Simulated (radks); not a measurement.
Spherical quantum dot in the effective-mass picture: electrons in a hard-walled sphere of radius 4.42, with a point charge +2 (a donor) at the centre, all in effective atomic units (hartree* = m*/eps^2 hartree, bohr* = eps/m* bohr), one dielectric constant everywhere. Method: non-relativistic Kohn-Sham, PBEsol, spin-polarised, spherical densities; computed with a radial shooting solver with Libxc functionals. Levels are named by radial order and angular momentum (1s, 1p, 1d, 2s, ...), and open shells are averaged over m. Results are scaled to m* = 0.363 and eps = 4.3, for which hartree* = 534.2 meV and bohr* = 0.6268 nm.

N = 14, configuration 1s2 1p6 1d(up 4, down 0) 2s2. This is the lowest configuration that the search found. Occupied and some empty levels:

level    occupation  eigenvalue (meV)  <r> (nm)
1s up             1            1881.5     1.128
1s down           1            1893.8     1.021
1p up             3            2032.0     1.861
1p down           3            2063.4     1.849
2s up             1            2066.8     1.340
2s down           1            2087.3     1.435
1d up             4            2167.7     1.949
1d down           0            2201.1     1.944
1f up             0            2346.5     2.014
1f down           0            2381.0     2.011
1g up             0            2565.9     2.065
1g down           0            2601.0     2.064
2p up             0            2611.0     1.389
2p down           0            2627.2     1.384

Energy (meV): total 12449.0, kinetic 6067.4, external -8190.4, Hartree 17244, exchange-correlation -2671.8.

Electron density:

r (nm)  n(r) (e/nm^3)
0.210           4.197
0.418           1.291
0.625          0.4526
0.832          0.2060
1.04           0.1523
1.25           0.1694
1.45           0.2123
1.66           0.2530
1.87           0.2654
2.08           0.2296
2.28           0.1474
2.49          0.05491
2.70         0.003659
